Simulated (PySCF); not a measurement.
Constitutional and geometric isomers with formula C2H7NO. All species are isolated molecules in the gas phase. One relaxed conformer stands for each flexible species; it need not be the lowest. Strings in code marks are SMILES.

Computed with PBE-D3(BJ)/def2-TZVP // PBE0-D3(BJ)/def2-TZVP (PySCF). 

| species | HOMO–LUMO gap (eV) | HOMO (eV) |
|---|---|---|
| `C(N)OC` | 5.93 | -5.68 |
| `CNCO` (C–N–C–O torsion 57°, N–C–O–H torsion 71°) | 5.29 | -5.29 |
| `C[C@@H](N)O` | 5.91 | -5.73 |
